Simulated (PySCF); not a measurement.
C$_{6}$H$_{15}$Al, charge -1, doublet, geometry from GFN2-xTB (such geometries of metal compounds can be far from the true shape) (a state made from the parent by changing its charge; the spin is typed, not shown lowest); BHANDHLYP/6-31G* (PySCF).

The PySCF input:
```python
from pyscf import gto, scf, dft

mol = gto.Mole()
mol.atom = '''
    Al   -0.081742   -0.603708    0.003454
    C     1.330134    0.806420   -0.661578
    C     1.574268    0.819519   -2.172521
    H     2.301893    0.613874   -0.173773
    H     1.066915    1.834066   -0.356135
    H     0.653040    1.055211   -2.705485
    H     1.906489   -0.162419   -2.514582
    H     2.333667    1.552665   -2.478208
    C    -1.960880    0.311134   -0.192086
    C    -2.419655    0.588975   -1.624543
    H    -2.025841    1.259648    0.368679
    H    -2.720366   -0.338017    0.279676
    H    -2.409674   -0.328765   -2.215600
    H    -1.744803    1.296203   -2.106243
    H    -3.434535    1.007578   -1.677801
    C     0.138238   -0.543598    2.086421
    C     1.419331   -1.194201    2.610408
    H    -0.715275   -1.059042    2.561490
    H     0.097420    0.483192    2.488690
    H     2.293591   -0.686701    2.202801
    H     1.472637   -2.239000    2.298820
    H     1.498876   -1.169789    3.706163
'''
mol.basis = '6-31g*'
mol.charge = -1
mol.spin = 1
mol.verbose = 4
mol.build()

mf = dft.UKS(mol)
mf.xc = 'bhandhlyp'
mf.kernel()
```

Output, abridged:

```
PySCF version 2.14.0

[INPUT] verbose = 4
[INPUT] num. atoms = 22
[INPUT] num. electrons = 65
[INPUT] charge = -1
[INPUT] spin (= nelec alpha-beta = 2S) = 1
[INPUT] symmetry False subgroup None
[INPUT] Mole.unit = angstrom
[INPUT] Symbol           X                Y                Z      unit          X                Y                Z       unit  Magmom
[INPUT]  1 Al    -0.081742000000  -0.603708000000   0.003454000000 AA   -0.154469992874  -1.140842779209   0.006527114034 Bohr   0.0
[INPUT]  2 C      1.330134000000   0.806420000000  -0.661578000000 AA    2.513588968972   1.523912941372  -1.250201230038 Bohr   0.0
[INPUT]  3 C      1.574268000000   0.819519000000  -2.172521000000 AA    2.974935366667   1.548666463877  -4.105469689866 Bohr   0.0
[INPUT]  4 H      2.301893000000   0.613874000000  -0.173773000000 AA    4.349947338053   1.160053734991  -0.328383377844 Bohr   0.0
[INPUT]  5 H      1.066915000000   1.834066000000  -0.356135000000 AA    2.016177148190   3.465882434377  -0.672997613372 Bohr   0.0
[INPUT]  6 H      0.653040000000   1.055211000000  -2.705485000000 AA    1.234066748386   1.994059793628  -5.112625684119 Bohr   0.0
[INPUT]  7 H      1.906489000000  -0.162419000000  -2.514582000000 AA    3.602742069496  -0.306927427426  -4.751871297761 Bohr   0.0
[INPUT]  8 H      2.333667000000   1.552665000000  -2.478208000000 AA    4.409991495935   2.934111613198  -4.683134399706 Bohr   0.0
[INPUT]  9 C     -1.960880000000   0.311134000000  -0.192086000000 AA   -3.705526163137   0.587958048040  -0.362989932363 Bohr   0.0
[INPUT] 10 C     -2.419655000000   0.588975000000  -1.624543000000 AA   -4.572485265934   1.113001444216  -3.069941347579 Bohr   0.0
[INPUT] 11 H     -2.025841000000   1.259648000000   0.368679000000 AA   -3.828284661915   2.380389733356   0.696702337879 Bohr   0.0
[INPUT] 12 H     -2.720366000000  -0.338017000000   0.279676000000 AA   -5.140746698579  -0.638759555447   0.528511043614 Bohr   0.0
[INPUT] 13 H     -2.409674000000  -0.328765000000  -2.215600000000 AA   -4.553623909485  -0.621275809343  -4.186877201586 Bohr   0.0
[INPUT] 14 H     -1.744803000000   1.296203000000  -2.106243000000 AA   -3.297199811319   2.449468671840  -3.980222421782 Bohr   0.0
[INPUT] 15 H     -3.434535000000   1.007578000000  -1.677801000000 AA   -6.490330515233   1.904046469137  -3.170584381521 Bohr   0.0
[INPUT] 16 C      0.138238000000  -0.543598000000   2.086421000000 AA    0.261231960008  -1.027251341861   3.942764270541 Bohr   0.0
[INPUT] 17 C      1.419331000000  -1.194201000000   2.610408000000 AA    2.682146870105  -2.256712827682   4.932956193374 Bohr   0.0
[INPUT] 18 H     -0.715275000000  -1.059042000000   2.561490000000 AA   -1.351673853748  -2.001299334412   4.840514570812 Bohr   0.0
[INPUT] 19 H      0.097420000000   0.483192000000   2.488690000000 AA    0.184097119055   0.913100545581   4.702942508944 Bohr   0.0
[INPUT] 20 H      2.293591000000  -0.686701000000   2.202801000000 AA    4.334258831767  -1.297676819465   4.162690596918 Bohr   0.0
[INPUT] 21 H      1.472637000000  -2.239000000000   2.298820000000 AA    2.782880610901  -4.231096792901   4.344140209673 Bohr   0.0
[INPUT] 22 H      1.498876000000  -1.169789000000   3.706163000000 AA    2.832465134684  -2.210580833529   7.003633042996 Bohr   0.0

nuclear repulsion = 348.801362980743
number of shells = 74
number of NR pGTOs = 273
number of NR cGTOs = 132
basis = 6-31g*
ecp = {}

******** <class 'pyscf.dft.uks.UKS'> ********
method = UKS
initial guess = minao
damping factor = 0
level_shift factor = 0
DIIS = <class 'pyscf.scf.diis.CDIIS'>
diis_start_cycle = 1
diis_space = 8
diis_damp = 0
SCF conv_tol = 1e-09
SCF conv_tol_grad = None
SCF max_cycles = 50
direct_scf = True
direct_scf_tol = 1e-13
number electrons alpha = 33  beta = 32
XC library pyscf.dft.libxc version 7.1.2
    S. Lehtola, C. Steigemann, M. J. T. Oliveira, and M. A. L. Marques,  SoftwareX 7, 1–5 (2018)
XC functionals = bhandhlyp
    A. D. Becke,  J. Chem. Phys. 98, 1372 (1993)
    Defined through Gaussian implementation.
radial grids:
    Treutler-Ahlrichs [JCP 102, 346 (1995); DOI:10.1063/1.469408] (M4) radial grids

becke partition: Becke, JCP 88, 2547 (1988); DOI:10.1063/1.454033
pruning grids: <function nwchem_prune>
grids dens level: 3
symmetrized grids: False
atomic radii adjust function: <function treutler_atomic_radii_adjust>
small_rho_cutoff = 0
Set gradient conv threshold to 3.16228e-05
tot grids = 251008
init E= -479.988788479238

cycle= 1 E= -479.777396124838  delta_E= 0.211  |g|= 0.422  |ddm|= 2.68
cycle= 2 E= -479.820069305521  delta_E= -0.0427  |g|= 0.361  |ddm|= 1.03
cycle= 3 E= -479.892914084282  delta_E= -0.0728  |g|= 0.0277  |ddm|= 0.434
cycle= 4 E= -479.893564927507  delta_E= -0.000651  |g|= 0.0105  |ddm|= 0.0788
cycle= 5 E= -479.893649047945  delta_E= -8.41e-05  |g|= 0.00261  |ddm|= 0.0185
cycle= 6 E= -479.8936562661  delta_E= -7.22e-06  |g|= 0.00105  |ddm|= 0.00658
cycle= 7 E= -479.893657975279  delta_E= -1.71e-06  |g|= 0.000341  |ddm|= 0.00368
cycle= 8 E= -479.893658215246  delta_E= -2.4e-07  |g|= 0.000141  |ddm|= 0.00123
cycle= 9 E= -479.893658252549  delta_E= -3.73e-08  |g|= 6.61e-05  |ddm|= 0.000538
cycle= 10 E= -479.893658255975  delta_E= -3.43e-09  |g|= 2.53e-05  |ddm|= 0.000113
cycle= 11 E= -479.893658256668  delta_E= -6.93e-10  |g|= 5.26e-06  |ddm|= 6.46e-05
Extra cycle  E= -479.89365825671  delta_E= -4.26e-11  |g|= 3.03e-06  |ddm|= 1.47e-05
converged SCF energy = -479.89365825671  <S^2> = 0.75098123  2S+1 = 2.000981
```
